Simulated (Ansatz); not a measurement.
Born–Oppenheimer molecular dynamics of ClFGeH₂O₂ (7 atoms, charge 0, multiplicity 1). It starts from a relaxed structure.

Computed with RHF/def2-SVP in Ansatz.

```
ensemble        : NVT, Langevin thermostat
time step       : 1 fs
steps asked     : 150
set temperature : 300 K
friction        : 0.01 /fs
seed            : 737055
```

First frame:

```xyz
7
Properties=species:S:1:pos:R:3
Ge -0.050 -0.106 -0.152
F 0.098 -0.141 1.548
O 1.533 -0.161 -0.818
H 2.201 -0.618 -0.328
O -0.811 1.348 -0.660
H -1.756 1.376 -0.686
Cl -1.230 -1.803 -0.660
```

Q: How far do the bonds stretch over the last three quarters of this one trajectory? (Pairs bonded in most of those frames.)

A: 
| bond | mean (Å) | spread (Å) | shortest | longest |
| --- | --- | --- | --- | --- |
| Ge1–F2 | 1.709 | 0.023 | 1.67 | 1.75 |
| Ge1–O3 | 1.728 | 0.045 | 1.65 | 1.80 |
| Ge1–O5 | 1.727 | 0.020 | 1.69 | 1.76 |
| Ge1–Cl7 | 2.127 | 0.068 | 2.02 | 2.22 |
| O3–H4 | 0.948 | 0.014 | 0.92 | 0.98 |
| O5–H6 | 0.947 | 0.014 | 0.92 | 0.98 |

Mean temperature of the second half: 239 K. The mean temperature of the second half is 20 % below the set value. A run of 0.15 ps of so small a system gives no equilibrium averages.

Time of the run: 3.4 min on 2 threads of Arm Neoverse V1, on a shared host, peak memory 0.22 GiB.
